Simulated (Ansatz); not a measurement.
Consider the substitution at a C–Sb bond: `[CH3][SbH][CH2]O` + `[OH][SnH3]` → `OC[O][SnH3]` + `[CH3][SbH2]`.

Calculated with Ansatz (gas phase, PBE0-D4/def2-TZVP geometries, no zero-point term in ΔE). CCSD(T)/CBS is the MP2 limit (def2-TZVPP, def2-QZVPP) plus CCSD(T) − MP2 in def2-TZVPP, frozen cores. Functionals use def2-TZVPP. B3LYP here is the variant with VWN-RPA as its local correlation; programs differ in this. def2 core potentials past Kr. For Sb, Sn outer-core shells are correlated without core-valence functions, which leaves a few kJ/mol of doubt a bond. Each species was taken in one conformer, which may not be the lowest.

Is it downhill or uphill in electronic energy at CCSD(T)/CBS, and by how much? (An estimate is asked.)

Ansatz gave: Uphill: ΔE = +5.4 kcal/mol.

What do these levels give: r2SCAN-D4, B3LYP-D4, ωB97X-V, ωB97M-V, PBE0, HF/def2-TZVPP, CCSD(T)/def2-TZVPP, HF/def2-QZVPP, MP2/def2-QZVPP, HF/CBS(def2), MP2/CBS(def2), CCSD/CBS(def2)? (Best estimate.)

Ansatz gave: r2SCAN-D4 3.5, B3LYP-D4 3.6, ωB97X-V 2.4, ωB97M-V 3.3, PBE0 3.0, HF/def2-TZVPP -1.5, CCSD(T)/def2-TZVPP 3.6, HF/def2-QZVPP -1.4, MP2/def2-QZVPP 6.6, HF/CBS(def2) -1.4, MP2/CBS(def2) 7.4, CCSD/CBS(def2) 4.7 kcal/mol.

Largest T1 diagnostic among the species: 0.014.

In def2-TZVPP, CCSD(T) changes the Hartree–Fock value by +5.1 kcal/mol (the triples alone add +0.6 kcal/mol) and MP2 by +7.1 kcal/mol. From PBE to PBE0 (25 % exact exchange), in def2-TZVPP and without D4, ΔE moves by −0.9 kcal/mol.
